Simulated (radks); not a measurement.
Polarisabilities and homonuclear dispersion coefficients (atomic units). Code: a radial shooting solver on a logarithmic mesh with Libxc functionals. Model: scalar-relativistic Kohn-Sham, LDA (Slater exchange, Perdew-Wang correlation), spin-polarised, spherical densities, finite nucleus; open shells are filled with parallel spins first (spin-orbit coupling, left out, can overturn this in heavy ions); Fermi nuclear charge, rms radius of each element as measured or else 0.836 A^(1/3) + 0.57 fm. Response by self-consistent Sternheimer equations with the Hartree and adiabatic LDA kernel, the relativistic mass of each level held fixed and spin-orbit coupling left out. For heavy and open-shell atoms this level of theory can miss by tens of per cent. "Uncoupled" leaves out the induced potential. Quadrupole and octupole values are given only where no p, d or f shell is open.

[
 {"species": "Er", "configuration": "[Xe] 4f12 6s2", "alpha1 (bohr^3)": "134.7", "alpha1, uncoupled": "256.9", "C6": "1885", "recommended alpha1": "150 +/- 10"},
 {"species": "Er+", "configuration": "[Xe] 4f12 6s1", "alpha1 (bohr^3)": "58.36", "alpha1, uncoupled": "91.07", "C6": "457.1", "recommended alpha1": "-"},
 {"species": "Er2+", "configuration": "[Xe] 4f12", "alpha1 (bohr^3)": "8.374", "alpha1, uncoupled": "21.03", "C6": "41.26", "recommended alpha1": "-"},
 {"species": "Er3+", "configuration": "[Xe] 4f11", "alpha1 (bohr^3)": "5.023", "alpha1, uncoupled": "9.954", "C6": "25.98", "recommended alpha1": "-"},
 {"species": "Er4+", "configuration": "[Xe] 4f10", "alpha1 (bohr^3)": "3.775", "alpha1, uncoupled": "6.866", "C6": "18.27", "recommended alpha1": "-"},
 {"species": "Er5+", "configuration": "[Kr] 4d10 4f10 5s2 5p5", "alpha1 (bohr^3)": "3.124", "alpha1, uncoupled": "5.582", "C6": "13.52", "recommended alpha1": "-"},
 {"species": "Er6+", "configuration": "[Kr] 4d10 4f10 5s2 5p4", "alpha1 (bohr^3)": "2.612", "alpha1, uncoupled": "4.597", "C6": "10.08", "recommended alpha1": "-"}
]

Recommended values: Schwerdtfeger and Nagle, table of static dipole polarisabilities (2023 update), measured or computed.
